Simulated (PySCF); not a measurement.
## Molecular orbitals of SeN

PBE0 at R = 1.647 Å; Se cc-pVTZ-PP with ECP10, N cc-pVTZ; scalar-relativistic core potentials (PySCF 2.14). State: ²Π (doublet), unpaired electrons π ↑. Only the outer orbitals are listed, counted within each symmetry, core potentials removing the inner ones.

| spin | orbital | occ. | ε (eV) | on Se (%) | main shells (%) |
| --- | --- | --- | --- | --- | --- |
| α | 5σ | 1 | -25.16 | 40 | 53 N s, 34 Se s |
| α | 6σ | 1 | -17.34 | 67 | 57 Se s, 30 N s, 9 Se p |
| α | 3π | 1 | -10.81 | 41 | 58 N p, 40 Se p |
| α | 7σ | 1 | -10.34 | 35 | 55 N p, 29 Se p, 10 N s |
| α | 3π | 1 | -10.10 | 51 | 49 Se p, 48 N p |
| α | 4π | 1 | -6.29 | 64 | 60 Se p, 36 N p |
| α | 4π | 0 | -3.79 | 55 | 51 Se p, 45 N p |
| α | 8σ | 0 | 0.75 | 104 | 88 Se p, 14 N p, 9 Se s |
| α | 9σ | 0 | 4.10 | 107 | 109 Se s |
| β | 5σ | 1 | -24.40 | 48 | 45 N s, 40 Se s |
| β | 6σ | 1 | -16.47 | 64 | 51 Se s, 34 N s, 12 Se p |
| β | 7σ | 1 | -9.87 | 34 | 54 N p, 28 Se p, 12 N s |
| β | 3π | 1 | -9.80 | 63 | 61 Se p, 36 N p |
| β | 3π | 1 | -9.00 | 66 | 64 Se p, 33 N p |
| β | 4π | 0 | -3.30 | 45 | 56 N p, 39 Se p |
| β | 4π | 0 | -2.33 | 42 | 58 N p, 36 Se p |
| β | 8σ | 0 | 0.97 | 104 | 87 Se p, 14 N p, 10 Se s |

Question: Which are the highest filled and the lowest empty level, where do they sit, and how wide is the gap?

Answer: Highest filled α 4π at -6.29 eV (in %: 60 Se p, 36 N p); lowest empty α 4π at -3.79 eV (in %: 51 Se p, 45 N p); the gap at PBE0 is 2.50 eV. Both belong to one degenerate shell, split only by its one-sided filling, so this is no excitation gap.

```json
{
  "bond order (Mayer)": "2.46",
  "⟨S²⟩": "0.769",
  "charge on Se (Mulliken, basis-dependent)": "0.27",
  "charge on Se (Löwdin, basis-dependent)": "0.35",
  "dipole moment (positive dipole means Se(−)N(+))": "-2.12 D",
  "polarisability along the bond": "38.1 bohr³",
  "polarisability across the bond": "20.6 bohr³"
}
```

Shares are Mulliken populations and can fall outside 0 to 100 %.

Spin–orbit coupling is left out. The state is the lowest determinant that a PBE0 search found; another state may lie lower at other levels.
